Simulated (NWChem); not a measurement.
System: WNHSF2; SMILES [NH]=[W]([F])([F])=[S]

def2 effective core potentials on W; no spin-orbit coupling.

**Question.** Give the equilibrium geometry at PBE0/def2-SVP with def2 effective core potentials on W (NWChem) as a Z-matrix, with the point group.

**Answer.** point group Cs; any orientation.
```
W
N 1 1.7278
H 2 1.0161 1 158.20
F 1 1.8627 2 107.25 3 116.87
F 1 1.8627 2 107.25 3 -116.87
S 1 2.1280 2 107.40 3 0.00
```
